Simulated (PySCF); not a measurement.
A side-by-side comparison of computed properties.

First species: C₄H₁₃NOSi₂.
Z-matrix (Å and degrees, GFN2-xTB geometry), rows numbered from 1:
```
C 
C   1  1.3209
C   2  1.4837  1  124.65
Si  3  1.8978  2  110.69  1   104.69
N   4  1.7346  3  108.70  2  -170.94
Si  5  1.7290  4  129.79  3  -161.34
O   4  1.6205  3  103.93  2    68.08
C   7  1.3949  4  128.35  3  -179.25
H   1  1.0783  2  121.39  3     1.94
H   1  1.0768  2  122.34  3  -178.36
H   2  1.0814  1  120.21  3   177.66
H   3  1.0898  2  109.74  1  -134.18
H   3  1.0888  2  109.87  1   -15.44
H   4  1.4694  3  112.65  2   -51.01
H   5  1.0058  4  115.20  3    20.60
H   6  1.4640  5  108.11  4   -36.85
H   6  1.4632  5  106.24  4  -157.19
H   6  1.4696  5  110.91  4    82.98
H   8  1.0911  7  108.05  4   176.87
H   8  1.0926  7  110.49  4   -63.37
H   8  1.0925  7  110.89  4    57.00
```

Second species: CH₇NSSi₂.
SMILES: `N([SiH2]S[SiH3])=C`

Levels: PBE0/pcSseg-1 for dipole moment, HOMO energy, LUMO energy and HOMO–LUMO gap; GFN2-xTB for rotational constant A and rotational constant C. Geometries: GFN2-xTB. Each species is one conformer at its optimised geometry, gas phase, non-relativistic unless stated. Electronic properties by PySCF.

The conformers computed, where there is a choice (atom-mapped SMILES and torsion angles):
- `[CH2:1]=[CH:2][CH2:3][Si@H:4]([NH:5][SiH3:6])[O:7][CH3:8]`: C1–C2–C3–Si4 105°, C2–C3–Si4–N5 -171°, C3–Si4–N5–Si6 -161°, C3–Si4–O7–C8 -179°
- `[CH2:1]=[N:2][SiH2:3][S:4][SiH3:5]`: C1–N2–Si3–S4 -111°, N2–Si3–S4–Si5 -50°

```tsv
property	column X	column Y
dipole moment	2.45 D	1.12 D
HOMO energy	-7.18 eV	-6.97 eV
LUMO energy	-1.23 eV	0.36 eV
HOMO–LUMO gap	5.95 eV	7.33 eV
rotational constant A	3.717 GHz	2.409 GHz
rotational constant C	1.225 GHz	0.594 GHz
```

(1) Which column belongs to which species?

(2) How does each property change from the first species to the second?

Answers

(1) Column X is the second species and column Y the first. The first has 21 atoms and 80 electrons, the second 12 and 64.

(2) dipole moment +1.33 D; HOMO energy -0.21 eV; LUMO energy -1.59 eV; HOMO–LUMO gap -1.38 eV; rotational constant A +1.308 GHz; rotational constant C +0.631 GHz.

On the first: In atomic units the dipole is 0.44 e·bohr (1 au = 2.5417 D).

On the second: The dipole matches unit charges of opposite sign 0.51 Å apart (1 e·Å = 4.8032 D).
